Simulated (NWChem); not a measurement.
## H$_{2}$S$_{2}$Si in NWChem

```xyz
5

Si     0.4343     0.9224     0.0000
S      1.3779    -1.0413     0.0000
H      0.2833    -1.8621     0.0000
S     -1.6401     0.2559     0.0000
H     -2.1686     1.5147     0.0000
```
Charge 0, spin multiplicity 1.

Program: NWChem. The geometry was optimised at PBE/def2-SVP, a minimum by its harmonic frequencies. It is one conformer; others weren't searched.

Symmetry labels belong to the abelian group Cs used in the runs, with the axes of the coordinates shown.

B3LYP has NWChem's definition, with VWN1-RPA local correlation. The structure started from a generated list of species.

Task: List the lowest 4 singlet excitations that TD-B3LYP/def2-SVPD, VWN1-RPA local correlation gives, with oscillator strengths.

Result: 
| state | symmetry | energy (eV) | wavelength (nm) | f |
|---|---|---|---|---|
| 1 | a" | 3.80 | 327 | 0.016 |
| 2 | a' | 4.36 | 285 | 0.051 |
| 3 | a' | 5.29 | 234 | 0.023 |
| 4 | a" | 5.32 | 233 | 0.001 |
